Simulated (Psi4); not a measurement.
Input for Psi4: SAPT0/jun-cc-pV(D+d)Z on C2H8O2 (a complex), monomers drawn apart or pushed together.

```
memory 1800 MB

molecule dimer {
0 1
C     0.30473498   -0.59284309   -0.15162985
O    -0.63316476    0.23900523    0.53496838
H     0.06471387   -1.65301963   -0.03585370
H     1.27615295   -0.40581940    0.30099330
H     0.35465152   -0.34186060   -1.21450076
H    -1.51248885    0.08859780    0.17305692
--
0 1
C     0.56544907    0.52814717    4.67066997
O    -0.12487654   -0.50058691    3.98791868
H     1.47527383    0.84125113    4.14314255
H     0.85672403    0.13738990    5.64603209
H    -0.06090624    1.41432279    4.83045047
H    -0.37506990   -0.17159152    3.10960918
units angstrom
symmetry c1
no_reorient
no_com
}

set {
  basis jun-cc-pV(D+d)Z
  scf_type df
  freeze_core true
}

energy('sapt0')
```

Program output:

```
[...]
==> Input File <==

--------------------------------------------------------------------------
memory 1800 MB

molecule dimer {
0 1
C     0.30473498   -0.59284309   -0.15162985
O    -0.63316476    0.23900523    0.53496838
H     0.06471387   -1.65301963   -0.03585370
H     1.27615295   -0.40581940    0.30099330
H     0.35465152   -0.34186060   -1.21450076
H    -1.51248885    0.08859780    0.17305692
--
0 1
C     0.56544907    0.52814717    4.67066997
O    -0.12487654   -0.50058691    3.98791868
H     1.47527383    0.84125113    4.14314255
H     0.85672403    0.13738990    5.64603209
H    -0.06090624    1.41432279    4.83045047
H    -0.37506990   -0.17159152    3.10960918
units angstrom
symmetry c1
no_reorient
no_com
}

set {
  basis jun-cc-pV(D+d)Z
  scf_type df
  freeze_core true
}

energy('sapt0')
--------------------------------------------------------------------------


   => Loading Basis Set <=

    Name: JUN-CC-PV(D+D)Z
    Role: ORBITAL
    Keyword: BASIS
    atoms 1, 7      entry C          line   188 file jun-cc-pv_dpd_z.gbs
    atoms 2, 8      entry O          line   256 file jun-cc-pv_dpd_z.gbs
    atoms 3-6, 9-12 entry H          line    60 file jun-cc-pv_dpd_z.gbs

   => Loading Basis Set <=

    Name: JUN-CC-PV(D+D)Z
    Role: ORBITAL
    Keyword: BASIS
    atoms 1, 7      entry C          line   188 file jun-cc-pv_dpd_z.gbs
    atoms 2, 8      entry O          line   256 file jun-cc-pv_dpd_z.gbs
    atoms 3-6, 9-12 entry H          line    60 file jun-cc-pv_dpd_z.gbs


  //>>>>>>>>>>>>>>>>>>>>>>>>>>>>>>>>>>>//
  //              Dimer HF             //
  //<<<<<<<<<<<<<<<<<<<<<<<<<<<<<<<<<<<//

   => Libint2 <=

    Primary   basis highest AM E, G, H:  7, 6, 3
    Auxiliary basis highest AM E, G, H:  7, 7, 4
    Onebody   basis highest AM E, G, H:  -, -, -
    Solid Harmonics ordering:            Gaussian


   => Loading Basis Set <=

    Name: JUN-CC-PV(D+D)Z
    Role: ORBITAL
    Keyword: BASIS
    atoms 1, 7      entry C          line   188 file jun-cc-pv_dpd_z.gbs
    atoms 2, 8      entry O          line   256 file jun-cc-pv_dpd_z.gbs
    atoms 3-6, 9-12 entry H          line    60 file jun-cc-pv_dpd_z.gbs


         ---------------------------------------------------------
                                   SCF
               by Justin Turney, Rob Parrish, Andy Simmonett
                          and Daniel G. A. Smith
                              RHF Reference
                        1 Threads,   1716 MiB Core
         ---------------------------------------------------------

  ==> Geometry <==

    Molecular point group: c1
    Full point group: C1

    Geometry (in Angstrom), charge = 0, multiplicity = 1:

       Center              X                  Y                   Z               Mass
    ------------   -----------------  -----------------  -----------------  -----------------
         C            0.304734980000    -0.592843090000    -0.151629850000    12.000000000000
         O           -0.633164760000     0.239005230000     0.534968380000    15.994914619570
         H            0.064713870000    -1.653019630000    -0.035853700000     1.007825032230
         H            1.276152950000    -0.405819400000     0.300993300000     1.007825032230
         H            0.354651520000    -0.341860600000    -1.214500760000     1.007825032230
         H           -1.512488850000     0.088597800000     0.173056920000     1.007825032230
         C            0.565449070000     0.528147170000     4.670669970000    12.000000000000
         O           -0.124876540000    -0.500586910000     3.987918680000    15.994914619570
         H            1.475273830000     0.841251130000     4.143142550000     1.007825032230
         H            0.856724030000     0.137389900000     5.646032090000     1.007825032230
         H           -0.060906240000     1.414322790000     4.830450470000     1.007825032230
         H           -0.375069900000    -0.171591520000     3.109609180000     1.007825032230

  Running in c1 symmetry.

  Rotational constants: A =      0.47351  B =      0.02700  C =      0.02698 [cm^-1]
  Rotational constants: A =  14195.41735  B =    809.51152  C =    808.77170 [MHz]
  Nuclear repulsion =  121.088191921365791

  Charge       = 0
  Multiplicity = 1
  Electrons    = 36
  Nalpha       = 18
  Nbeta        = 18

  ==> Algorithm <==

  SCF Algorithm Type is DF.
  DIIS enabled.
  MOM disabled.
  Fractional occupation disabled.
  Guess Type is SAD.
  Energy threshold   = 1.00e-08
  Density threshold  = 1.00e-08
  Integral threshold = 1.00e-12

  ==> Primary Basis <==

  Basis Set: JUN-CC-PV(D+D)Z
    Blend: JUN-CC-PV(D+D)Z
    Number of shells: 56
    Number of basis functions: 112
    Number of Cartesian functions: 116
    Spherical Harmonics?: true
    Max angular momentum: 2

   => Loading Basis Set <=

    Name: (JUN-CC-PV(D+D)Z AUX)
    Role: JKFIT
    Keyword: DF_BASIS_SCF
    atoms 1, 7      entry C          line   146 file jun-cc-pvdz-jkfit.gbs
    atoms 2, 8  
[...]
112A     33.488855

    Final Occupation by Irrep:
              A
    DOCC [     9 ]
    NA   [     9 ]
    NB   [     9 ]

  @DF-RHF Final Energy:  -115.05673382499724

   => Energetics <=

    Nuclear Repulsion Energy =             40.3051211146575312
    One-Electron Energy =                -236.7307971563579940
    Two-Electron Energy =                  81.3689422167032177
    Total Energy =                       -115.0567338249972380

Computation Completed


Properties will be evaluated at   0.000000,   0.000000,   0.000000 [a0]

Properties computed using the SCF density matrix


 Multipole Moments:

 ------------------------------------------------------------------------------------
     Multipole            Electronic (a.u.)      Nuclear  (a.u.)        Total (a.u.)
 ------------------------------------------------------------------------------------

 L = 1.  Multiply by 2.5417464519 to convert [e a0] to [Debye]
 Dipole X            :         -7.9463845            8.1063654            0.1599809
 Dipole Y            :         -1.9109167            2.6183290            0.7074123
 Dipole Z            :       -147.0152444          146.7497125           -0.2655319
 Magnitude           :                                                    0.7723557

 ------------------------------------------------------------------------------------

  Constructing Basis Sets for SAPT...

   => Loading Basis Set <=

    Name: (JUN-CC-PV(D+D)Z AUX)
    Role: RIFIT
    Keyword: DF_BASIS_SAPT
    atoms 1, 7      entry C          line   100 file jun-cc-pvdz-ri.gbs
    atoms 2, 8      entry O          line   188 file jun-cc-pvdz-ri.gbs
    atoms 3-6, 9-12 entry H          line    30 file jun-cc-pvdz-ri.gbs

   => Loading Basis Set <=

    Name: (JUN-CC-PV(D+D)Z AUX)
    Role: JKFIT
    Keyword: DF_BASIS_ELST
    atoms 1, 7      entry C          line   146 file jun-cc-pvdz-jkfit.gbs
    atoms 2, 8      entry O          line   258 file jun-cc-pvdz-jkfit.gbs
    atoms 3-6, 9-12 entry H          line    70 file jun-cc-pvdz-jkfit.gbs


  //>>>>>>>>>>>>>>>>>>>>>>>>>>>>>>>>>>>//
  //               SAPT0               //
  //<<<<<<<<<<<<<<<<<<<<<<<<<<<<<<<<<<<//



        SAPT0
    Ed Hohenstein
     6 June 2009

      Orbital Information
  --------------------------
    NSO        =       112
    NMO        =       112
    NRI        =       372
    NRI (Elst) =       500
    NOCC A     =         9
    NOCC B     =         9
    FOCC A     =         2
    FOCC B     =         2
    NVIR A     =       103
    NVIR B     =       103

    Elst10,r            =    -0.005327391914 [Eh]
    Exch10              =     0.001023063387 [Eh]
    Exch10 (S^2)        =     0.001022224124 [Eh]

    Maxiter = 50
    CPHF R converge = 1.000000E-08

    Iter     Energy [mEh]          dE [mEh]         Residual      Time [s]
       1      -0.29310985       0.293109851     3.516913e-03             0
       2      -0.35980069       0.066690839     1.933174e-03             0
       3      -0.38006153       0.020260836     3.847997e-04             0
       4      -0.37852642      -0.001535110     1.045475e-04             0
       5      -0.37798912      -0.000537299     1.874822e-05             0
       6      -0.37811315       0.000124030     4.788222e-06             0
       7      -0.37811266      -0.000000488     1.539584e-06             0
       8      -0.37810593      -0.000006725     2.646002e-07             0
       9      -0.37810651       0.000000581     5.955738e-08             0
      10      -0.37810653       0.000000018     1.329897e-08             0
      11      -0.37810651      -0.000000025     3.562873e-09             0

    CHF Iterations converged

    Maxiter = 50
    CPHF R converge = 1.000000E-08

    Iter     Energy [mEh]          dE [mEh]         Residual      Time [s]
       1      -0.20377606       0.203776060     2.967457e-03             0
       2      -0.23446558       0.030689516     1.463539e-03             0
       3      -0.24690865       0.012443078     3.947768e-04             0
       4      -0.24709123       0.000182572     1.007105e-04             0
       5      -0.24629971      -0.000791518     1.847607e-05             1
       6      -0.24633263       0.000032923     6.504842e-06             1
       7      -0.24636930       0.000036667     1.082126e-06             1
       8      -0.24636370      -0.000005601     1.825590e-07             1
       9      -0.24636422       0.000000523     2.961086e-08             1
      10      -0.24636418      -0.000000037     5.894913e-09             1

    CHF Iterations converged

    Ind20,r (A<-B)      =    -0.000378106507 [Eh]
    Ind20,r (B<-A)      =    -0.000246364183 [Eh]
    Ind20,r             =    -0.000624470691 [Eh]
    Exch-Ind20,r (A<-B) =     0.000134011497 [Eh]
    Exch-Ind20,r (B<-A) =     0.000055436166 [Eh]
    Exch-Ind20,r        =     0.000189447663 [Eh]
    Disp20              =    -0.000925418656 [Eh]
    Disp20 (SS)         =    -0.000462709328 [Eh]
    Disp20 (OS)         =    -0.000462709328 [Eh]
    Exch-Disp20         =     0.000065942798 [Eh]
    Exch-Disp20 (SS)    =     0.000037655100 [Eh]
    Exch-Disp20 (OS)    =     0.000028287698 [Eh]

    SAPT Results
  --------------------------------------------------------------------------------------------------------
    Electrostatics                 -5.32739191 [mEh]      -3.34298890 [kcal/mol]     -13.98706554 [kJ/mol]
      Elst10,r                     -5.32739191 [mEh]      -3.34298890 [kcal/mol]     -13.98706554 [kJ/mol]

    Exchange                        1.02306339 [mEh]       0.64198197 [kcal/mol]       2.68605255 [kJ/mol]
      Exch10                        1.02306339 [mEh]       0.64198197 [kcal/mol]       2.68605255 [kJ/mol]
      Exch10(S^2)                   1.02222412 [mEh]       0.64145532 [kcal/mol]       2.68384907 [kJ/mol]

    Induction                      -0.56531236 [mEh]      -0.35473886 [kcal/mol]      -1.48422741 [kJ/mol]
      Ind20,r                      -0.62447069 [mEh]      -0.39186127 [kcal/mol]      -1.63954757 [kJ/mol]
      Exch-Ind20,r                  0.18944766 [mEh]       0.11888020 [kcal/mol]       0.49739477 [kJ/mol]
      delta HF,r (2)               -0.13028934 [mEh]      -0.08175779 [kcal/mol]      -0.34207461 [kJ/mol]

    Dispersion                     -0.85947586 [mEh]      -0.53932924 [kcal/mol]      -2.25655356 [kJ/mol]
      Disp20                       -0.92541866 [mEh]      -0.58070897 [kcal/mol]      -2.42968635 [kJ/mol]
      Exch-Disp20                   0.06594280 [mEh]       0.04137973 [kcal/mol]       0.17313279 [kJ/mol]
      Disp20 (SS)                  -0.46270933 [mEh]      -0.29035449 [kcal/mol]      -1.21484317 [kJ/mol]
      Disp20 (OS)                  -0.46270933 [mEh]      -0.29035449 [kcal/mol]      -1.21484317 [kJ/mol]
      Exch-Disp20 (SS)              0.03765510 [mEh]       0.02362893 [kcal/mol]       0.09886345 [kJ/mol]
      Exch-Disp20 (OS)              0.02828770 [mEh]       0.01775080 [kcal/mol]       0.07426934 [kJ/mol]

  Total HF                         -4.86964089 [mEh]      -3.05574579 [kcal/mol]     -12.78524040 [kJ/mol]
  Total SAPT0                      -5.72911675 [mEh]      -3.59507504 [kcal/mol]     -15.04179395 [kJ/mol]

  Special recipe for scaled SAPT0 (see Manual):
    Electrostatics sSAPT0          -5.32739191 [mEh]      -3.34298890 [kcal/mol]     -13.98706554 [kJ/mol]
    Exchange sSAPT0                 1.02306339 [mEh]       0.64198197 [kcal/mol]       2.68605255 [kJ/mol]
    Induction sSAPT0               -0.56484536 [mEh]      -0.35444582 [kcal/mol]      -1.48300129 [kJ/mol]
    Dispersion sSAPT0              -0.85931330 [mEh]      -0.53922724 [kcal/mol]      -2.25612677 [kJ/mol]
  Total sSAPT0                     -5.72848719 [mEh]      -3.59467998 [kcal/mol]     -15.04014106 [kJ/mol]
  --------------------------------------------------------------------------------------------------------



*** Psi4 exiting successfully. Buy a developer a beer!
```

The run finished.

Cost: very roughly 12 core-seconds.
